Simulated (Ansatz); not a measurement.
`[BH2][GeH2][CH]=O` + `O[SiH2]F` → `BO[SiH2]F` + `O=[CH][GeH3]` at 400 K and 1 bar (cleavage of the B–Ge bond).

Gas-phase electronic energies from Ansatz, PBE0-D4/def2-TZVP geometries. CCSD(T)/CBS is the MP2 limit (def2-TZVPP, def2-QZVPP) plus CCSD(T) − MP2 in def2-TZVPP, frozen cores. For Ge outer-core shells are correlated without core-valence functions, which leaves a few kJ/mol of doubt a bond. Scalar relativity is left out up to krypton. Each species was taken in one conformer, which may not be the lowest.

```
            species  CCSD(T)/CBS energy (Eh)  H − E (kJ/mol)  S (J/(mol·K))
`[BH2][GeH2][CH]=O`              -2217.06538           171.5          379.2
         `O[SiH2]F`               -465.96250           110.6          296.9
        `BO[SiH2]F`               -491.38453           148.0          340.9
     `O=[CH][GeH3]`              -2191.69659           130.5          326.2
```

H − E and S are ideal-gas, rigid-rotor, harmonic terms from PBE0-D4/def2-TZVP, for one conformer and one mirror image of each species. 1 Eh = 2625.50 kJ/mol, R = 8.31446 J/(mol·K).

**Question.** By hand: ΔE, ΔH, ΔS and ΔG.

**Answer.** ΔE = (-491.38453) + (-2191.69659) − (-2217.06538) − (-465.96250) = -0.05324 Eh = -139.8 kJ/mol. Δ(H − E) = 148.0 + 130.5 − 171.5 − 110.6 = -3.6, so ΔH = -143.4 kJ/mol. ΔS = 340.9 + 326.2 − 379.2 − 296.9 = -9.0 J/(mol·K). ΔG = -143.4 − 400 × (-9.0)/1000 = -139.8 kJ/mol.

**Question.** By hand: the equilibrium constant, and the temperature at which ΔG would vanish if ΔH and ΔS stayed fixed.

**Answer.** log₁₀ K = −ΔG/(RT ln 10) = 18.3. ΔG = 0 at ΔH/ΔS = 15933 K, far beyond where these terms or the molecules hold.

The number of gas molecules stays the same, so ΔS is small and ΔH decides. A doubt of 5 kJ/mol in ΔE shifts log₁₀ K by 0.7 here. Other conformers and mirror images would add mixing entropy, several J/(mol·K) or more a flexible species. Modes under 60 cm⁻¹, often nearly free rotors, make the harmonic entropy too high. These are equilibria of isolated gas molecules and say nothing of rates. Largest T1 diagnostic: 0.016 (customary marks: 0.02 for closed shells, 0.045 for open ones).
